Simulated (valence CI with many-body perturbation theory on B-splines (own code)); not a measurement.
Values are calculated unless marked as measured or tabulated.
# Sensitivity of CI+MBPT for Eu42+

Method: valence CI with perturbative core correlation (CI+MBPT): three valence electrons over a frozen Dirac-Fock core [Ar], a basis of 6 s, 6 p, 5 d, 5 f, 1 g functions for each j, with the one-electron correlation potential Σ1, the two-electron term Σ2, the three-electron term Σ3, Breit, model QED; selected CI, second order for the rest (own B-spline code, finite nucleus).

The last digits are not significant, and no measured levels were compared; by estimate large intervals hold to a few tenths of a per cent, small ones and those within an open d or f shell to about a per cent. Only levels of the ground parity were solved; by the run's estimate the other parity begins above the list, which can be wrong where configurations are misplaced.

The reference run has the lowest level (3d3/2^3) J=3/2 and an ionisation energy of 3279.51 eV. Its largest variational space holds 2195 state functions.

Levels are named by their leading jj configuration (3d3/2^4 stands for four electrons in 3d with j = 3/2), which in mixed levels can hold well under half, so a name can repeat and another be missing. Letters in brackets count levels of one name in rising energy.

Changed runs:
A. hole-hole ladder in Σ2 on → off
B. Breit term on → off; QED terms on → off
C. orbitals per symmetry with explicit Σ2 and valence Breit (the others get mean screening factors) 5 → 2; logarithmic knot step 0.27 → 0.33
D. highest l in the core sums 6 → 2 (bad on purpose)

Excitation energies of the reference run in cm⁻¹, and shifts in cm⁻¹:

```
                    Level  Reference      A       B       C      D
(3d3/2^2 3d5/2) J=5/2 [a]     221731  -3316   +7425     -62  +2502
    (3d3/2^2 3d5/2) J=3/2     267731   -626   +5812     -65  +1105
    (3d3/2^2 3d5/2) J=7/2     284316  -3544  +12154     +29  +3400
    (3d3/2^2 3d5/2) J=9/2     291345  -5039  +14281    +138  +4846
    (3d3/2^2 3d5/2) J=1/2     300657   +594   +7067     -99   +505
(3d3/2^2 3d5/2) J=5/2 [b]     435147  +3308   +8093     +83   -164
(3d3/2 3d5/2^2) J=7/2 [a]     505809  -3988  +15543     +63  +3914
    (3d3/2 3d5/2^2) J=9/2     531720  -5392  +19833     +79  +5286
(3d3/2 3d5/2^2) J=3/2 [a]     565713  +1086  +12231     +47   +941
    (3d3/2 3d5/2^2) J=1/2     584232  +1403  +13514    -5.3   +649
   (3d3/2 3d5/2^2) J=11/2     597578  -6757  +23405    +270  +7265
(3d3/2 3d5/2^2) J=5/2 [a]     607399   +368  +13073     +79  +1988
   Ionisation energy (eV)    3279.51  -0.71   +2.32  +0.035  -1.10
```
